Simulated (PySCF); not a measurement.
How good is the calculation?

Geometry:
| atom | x (Å) | y (Å) | z (Å) |
| --- | --- | --- | --- |
| O1 | 0.858 | 1.288 | -0.852 |
| C2 | 0.552 | 0.323 | -0.227 |
| O3 | 1.363 | -0.563 | 0.312 |
| C4 | -0.925 | -0.075 | 0.076 |
| F5 | -1.782 | 0.792 | -0.455 |
| F6 | -1.207 | -1.285 | -0.419 |
| F7 | -1.150 | -0.117 | 1.393 |
| H8 | 2.299 | -0.353 | 0.147 |

Measured values that the calculation should reproduce: δ 19F F5/F6/F7 -76.2 ppm (measured; G. Saielli, R. Bini, A. Bagno, Computational 19F NMR. 2. Organic compounds, RSC Adv. 2014, ESI (exp. from Berger-Braun-Kalinowski 1994 and Everett 1995)).
δ 19F F5/F6/F7 -76.5 ppm (measured; University of Colorado NMR facility, 19F NMR Reference Standards).

Computational details: σ from GIAO-PBE0/pcSseg-1, GFN2-xTB structure, in PySCF 2.14.0 with density-fitted response routines (non-relativistic Hamiltonian, single conformer, gas phase, averaged over atoms made equivalent by symmetry, fast rotation or ring inversion).

Problem. What does the calculation give, and how does it compare?

Solution. 
Reference values: measured (G. Saielli, R. Bini, A. Bagno, Computational 19F NMR. 2. Organic compounds, RSC Adv. 2014, ESI (exp. from Berger-Braun-Kalinowski 1994 and Everett 1995)).
```csv
atoms,quantity,reference,computed,"computed, scaled"
F5/F6/F7,δ 19F vs CFCl3,-76.2,-87.4,-72.5
```

Reference values: measured (University of Colorado NMR facility, 19F NMR Reference Standards).
```csv
atoms,quantity,reference,computed,"computed, scaled"
F5/F6/F7,δ 19F vs CFCl3,-76.5,-87.4,-72.5
```

Computed shifts are σ(ref) − σ with the named reference compound (TMS for H and C) calculated as an isolated molecule at the same level. The measured values may be among those fitted. Shieldings were converted by a linear fit to measured shifts: 19F: δ = 146.13 − 0.903σ +14.6 on sp3 carbon (rms 6.0 ppm, 223 shifts, 7.0 ppm with the 5 outliers that the fit left out vs CFCl3, solution or neat liquid). A few per cent of atoms miss by over 2 rms, more outside the fitted compound classes.

Problem. How far are the unscaled 19F shifts from the references?

Solution. Mean signed difference -11.05 ppm, mean absolute 11.05 ppm over 2 comparisons; the largest is -11.2 ppm at F5/F6/F7 (fluorine of a CF3 group).

2 of the 8 published NMR values on file for this molecule are compared. The rest: values whose atom or origin is in doubt.
